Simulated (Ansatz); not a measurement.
Input and output for `[OH][Al]1[CH]=[C]1F`.

```yaml
crystal:
  periodic: [false, false, false]
  atoms:
    - {symbol: O, position_ang: [-1.648670, 0.256299, 1.673761]}
    - {symbol: Al, position_ang: [-0.473248, 0.024069, 0.499868]}
    - {symbol: C, position_ang: [0.784112, -0.939307, -0.465521]}
    - {symbol: C, position_ang: [0.696158, 0.351425, -0.894851]}
    - {symbol: F, position_ang: [1.398344, 0.907634, -1.878278]}
    - {symbol: H, position_ang: [-2.123908, 1.063468, 1.858500]}
    - {symbol: H, position_ang: [1.428512, -1.731588, -0.839081]}
basis:
  gaussian: {orbitals: def2-SVPD, point_charges: [{charge: 0.50, position_ang: [5.058, -0.481, 0.477]}]}
hamiltonian: {xc: {name: wPBEh}}
scf: {lower_state_search: light}
```

```sh
$ ansatz run in.yaml --threads 2 --pin off --events-out ev --progress --plain --max-ram 4352MiB
```

Shortened log:

```
Functional definition: wPBEh
1081 factors; their error is unknown
131 factors; integrals over basis functions are off by at most 5.8e-7 eV
mean field evaluation 1: about -13439.6283 eV, gradient 7.1e1 eV
mean field evaluation 2: about -13418.4936 eV, gradient 1.2e2 eV
mean field evaluation 4: about -13450.2728 eV, gradient 7.7e0 eV
mean field evaluation 8: about -13450.4227 eV, gradient 1.3e-1 eV
mean field evaluation 16: about -13450.4927 eV, gradient 1.9e-4 eV
mean field -13450.49270306 eV, -494.2964897662 hartree, gradient 1.8e-5 eV, S^2 0.000000; 0 other end points of the search recorded, 0 dependent functions left out
reference -13450.49275378 eV, -494.2964916300 hartree; 22, 22 occupied and 104, 104 virtual orbitals, 1081 factors
Total energy: -13450.49275378 eV, -494.2964916300 hartree
```

Run time 2 s (2 threads of an Arm Neoverse V2 on a shared host); peak host memory 0.22 GiB.
